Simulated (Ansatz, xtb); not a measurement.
# Two isomers of C5H5NOSe

We compare X, `CC(=O)c1c[se]cn1`, a singlet, with Y, `Oc1cc[n+]([Se-])cc1`, a singlet. Both are isolated molecules in the gas phase, relaxed with PBE-D3(BJ)/def2-SVP; the shapes shown needn't be the lowest conformers.

X (Å):

```xyz
13

C    -1.5949   -1.8833   -0.7374
C    -1.8715   -0.3974   -0.8068
C    -1.1928    0.4546    0.2239
C    -1.3639    1.8296    0.2648
C     0.1428    0.7676    1.9937
N    -0.3656   -0.1046    1.1775
O    -2.6049    0.1078   -1.6486
Se   -0.3876    2.5705    1.6553
H    -0.5067   -2.0760   -0.8312
H    -1.8851   -2.2826    0.2558
H    -2.1506   -2.3986   -1.5407
H    -1.9877    2.4121   -0.4241
H     0.8257    0.5257    2.8228
```

Y (Å):

| atom | x (Å) | y (Å) | z (Å) |
| --- | --- | --- | --- |
| C | -0.9434 | -0.7419 | -0.8198 |
| C | -1.8765 | -1.0568 | 0.1907 |
| C | -2.0308 | -0.2114 | 1.2829 |
| C | -0.3923 | 1.2495 | 0.4447 |
| C | -0.1947 | 0.4454 | -0.6671 |
| N | -1.3016 | 0.9387 | 1.4252 |
| O | -0.7279 | -1.5051 | -1.9148 |
| Se | -1.5384 | 2.0655 | 2.9257 |
| H | -1.3129 | -2.2853 | -1.8819 |
| H | -2.4932 | -1.9672 | 0.1346 |
| H | -2.7423 | -0.4105 | 2.0953 |
| H | 0.1621 | 2.1822 | 0.6131 |
| H | 0.5435 | 0.7314 | -1.4287 |

Energies in hartree; the thermal terms are from GFN2-xTB frequencies at re-optimised GFN2-xTB minima (ideal gas, soft modes damped towards free rotors, one conformer each, 298.15 K, 1 atm) and include the zero-point energy:

|  | X | Y |
| --- | --- | --- |
| E, CCSD(T)/def2-SVP | −2722.155489 | −2722.139070 |
| E, MP2/def2-SVP | −2722.073574 | −2722.054877 |
| E, MP2/def2-TZVPP | −2723.000689 | −2722.982236 |
| zero-point energy | 0.088027 | 0.090847 |
| H(298 K) − E | 0.097043 | 0.098979 |
| G(298 K) − E | 0.053981 | 0.058226 |

Correct the CCSD(T) difference for the basis set by the MP2 change, then work out ΔE, ΔE₀, ΔH and ΔG for X → Y in kcal/mol (1 Eh = 627.51 kcal/mol) and the equilibrium ratio [Y]/[X].

1. Differences Y − X: CCSD(T) +0.016419, MP2 in the small set +0.018697, MP2 in the large set +0.018453 Eh.
2. ΔE = +0.016419 + (+0.018453 − (+0.018697)) = +0.016175 Eh = +10.15 kcal/mol.
3. ΔE₀ = ΔE + ΔZPE = +0.016175 + (+0.002820) Eh = +11.92 kcal/mol.
4. ΔH = ΔE + (+0.001936) Eh = +11.36 kcal/mol.
5. ΔG = ΔE + (+0.004245) Eh = +12.81 kcal/mol, so ΔS = (ΔH − ΔG)/T = −20.3 J/(mol K).
6. kT = 0.9442 mEh, so K = [Y]/[X] = exp(−ΔG/kT) = exp(−21.63) ≈ 4.1 × 10^−10.

Structure X is favoured at this temperature. An error of 1 kcal/mol in ΔG would change K by a factor of 5.4. HF/def2-SVP found them nearly level. GFN2-xTB gave ΔE the other sign. Mirror images and further conformers aren't counted.

As drawn, Y has 1 C–O, 3 C∷C, 1 N–Se, 1 O–H in place of 2 C–C, 1 C=O, 2 C∷Se, 1 C–H (∷ is an aromatic bond). Structure X has a 5-membered ring (with an aromatic ring), Y a 6-membered ring (with an aromatic ring).

Other levels gave ΔE = −16.7 (GFN2-xTB); +14.4 (HF/STO-3G, GFN2-xTB geometries); +6.4 (r2SCAN-D4/def2-SVP, GFN2-xTB geometries); +6.5 (PBE-D3(BJ)/def2-SVP); 0.0 (HF/def2-SVP); +11.7 (MP2/def2-SVP); +10.3 (CCSD(T)/def2-SVP) kcal/mol. The correlated steps freeze 16 core orbitals; the filled d shell of Se is correlated, in a basis made for valence electrons. Programs: Ansatz 0.2.0, xtb 6.7.1.
